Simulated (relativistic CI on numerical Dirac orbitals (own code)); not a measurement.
## One change at a time: Sm⁵⁵⁺

Base calculation: Dirac-Coulomb-Breit CI, orbitals from a KLI potential per configuration, a model potential for QED, unscaled Slater integrals.

Configuration list (outside the closed core 1s2): 2s2 2p3, 2s 2p4, 2p5, 2p4 3s, 2p4 3p, 2p4 3d, 2s2 2p2 3s, 2s2 2p2 3p, 2s2 2p2 3d, 2s 2p3 3s, 2s 2p3 3p, 2s 2p3 3d, 2s2 2p2 4s, 2s2 2p2 4p, 2s2 2p2 4d, 2s2 2p2 4f. Levels of other configurations are missing.

Variants: (1) P86 correlation estimate; (2) only the first 3 configurations. Shifts of the energy above 2s2 2p3 2P°_3/2, in eV, for the lowest level and the first level of each name with at least 55 % of one term (blank where a level changes its place among those of its configuration and J or its character, or is not in the variant):

```
            Level     Base   Δ(1)   Δ(2)
  2s2 2p3 2P°_3/2     0.00   0.00   0.00
  2s2 2p3 4S°_3/2   610.90   0.00  +0.07
  2s2 2p3 2D°_5/2   632.97   0.00  +0.07
  2s2 2p3 2P°_1/2   672.09   0.00  -0.29
    2s 2p4 4P_5/2   876.26  +0.18  -0.13
    2s 2p4 2S_1/2   960.16  +0.18  -0.08
    2s 2p4 4P_3/2  1509.79  +0.18  -0.20
    2s 2p4 2D_5/2  1546.90  +0.18  +0.05
    2s 2p4 2P_1/2  1594.56  +0.18  +0.24
      2p5 2P°_3/2  1898.96  +0.26  +0.55
      2p5 2P°_1/2  2534.49  +0.26  +0.53
2s2 2p2 3s 4P_3/2  6740.79  +1.37       
2s2 2p2 3s 2P_1/2  6749.38  +1.37       
2s2 2p2 3s 2D_5/2  6759.48  +1.37
```

At this charge energies of transitions that change n are usually good to better than 1 %, and those within a shell (Δn = 0) to a few per cent.

Ionisation energy from the two ground configurations alone: base 11336 eV. The NIST ASD value (theoretical) is 11337 eV.

LS names give the leading component of a level, which can be under half, so a name can repeat, a term be missing and a line seem to break the LS rules.
